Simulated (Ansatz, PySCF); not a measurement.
CH₃BrClIn. Atoms are numbered in the order given.

```xyz
7

In     0.2304    -0.4536     0.2835
Cl    -1.5566    -1.9037    -0.2867
Br    -0.0815     1.8491    -0.6546
C      1.9134    -1.0888     1.4790
H      2.6012    -0.2354     1.6164
H      2.4176    -1.9181     0.9485
H      1.5289    -1.4448     2.4531
```

Geometry optimised at PBE-D3(BJ)/def2-SVP. The structure was generated by enumeration; whether it is a known compound was not checked. The def2 effective core potentials stand for the cores of In; spin–orbit coupling is left out.

Vertical ionisation energy (IE) and electron affinity (EA) in eV. Rows of orbital energies are one-electron estimates. Where ΔSCF, EOM or ADC give a negative EA the extra electron is unbound and the value depends on the basis.

| level | IE | EA |
|---|---|---|
| −ε(HOMO), −ε(LUMO), ωB97X/def2-TZVP (PySCF) | 10.52 | 0.06 |
| −ε(HOMO), −ε(LUMO), PBE/def2-TZVP (PySCF) | 6.95 | 2.84 |
| ΔSCF, PBE0/def2-SVPD (Ansatz), final states of multiplicity 2 and 2 | (withheld) | (withheld) |
| ΔSCF, PBE/def2-SVPD (Ansatz), final states of multiplicity 2 and 2 | 9.83 | 0.71 |

Question: Some entries are withheld; supply them. (The exact figures need the calculation; the answer reports its results.)

Answer: 
- ΔSCF, PBE0/def2-SVPD (Ansatz, a quantum-chemistry and plane-wave program), final states of multiplicity 2 and 2, IE: 10.24
- ΔSCF, PBE0/def2-SVPD (Ansatz), final states of multiplicity 2 and 2, EA: 0.60

Question: What vertical singlet–triplet gap does ΔSCF give with PBE0/def2-SVPD (Ansatz) and with PBE/def2-SVPD (Ansatz)? (An estimate is asked for; the answer gives what the named calculation found.)

Answer: 4.49 and 4.07 eV (triplet above singlet where positive).
